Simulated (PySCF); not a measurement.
A species of formula C6H6NP has this rotational fingerprint, computed with CAM-B3LYP/def2-SVPD in PySCF (dipole) on a GFN2-xTB geometry, gas phase:

| Quantity | Value |
| --- | --- |
| Rotational constants | A = 4532, B = 1188, C = 984.6 MHz |
| Dipole components | \|μa\| = 0.51 D, \|μb\| = 2.47 D, \|μc\| = 0.08 D |
| Inertial defect | -23.55 u·Å² |
| κ | -0.89 |

**Question.** Which structure is it? (One computed conformer of each.)
A. `[CH2:1]=[CH:2][c:3]1[cH:4][p:5][cH:6][cH:7][n:8]1` with C1–C2–C3–C4 180°
B. `[CH2:1]=[P:2][c:3]1[cH:4][cH:5][cH:6][n:7][cH:8]1` with C1–P2–C3–C4 -45°
C. `[CH:1]1=[CH:2][P:3]1[n:4]1[cH:5][cH:6][cH:7][cH:8]1` with C2–P3–N4–C5 160°

**Answer.** B. It is C=Pc1cccnc1, an asymmetric top, point group C1. The candidates at the same level (rigid rotor, commonest isotopes):

```csv
SMILES,A (MHz),B (MHz),C (MHz),μa (D),μb (D),μc (D),Δ (u·Å²),point group,rotor
C=Cc1cpccn1,4205,1284,983.7,0.22,0.34,0.00,0.00,Cs,asymmetric top
C1=CP1n1cccc1,4971,1296,1095,1.80,0.97,0.02,-30.09,–,asymmetric top
C=Pc1cccnc1,4532,1188,984.6,0.51,2.47,0.08,-23.55,C1,asymmetric top
```

`C1=CP1n1cccc1` has C 11 % too high; `C=Cc1cpccn1` has B 8 % too high. No structure here is proved a minimum.
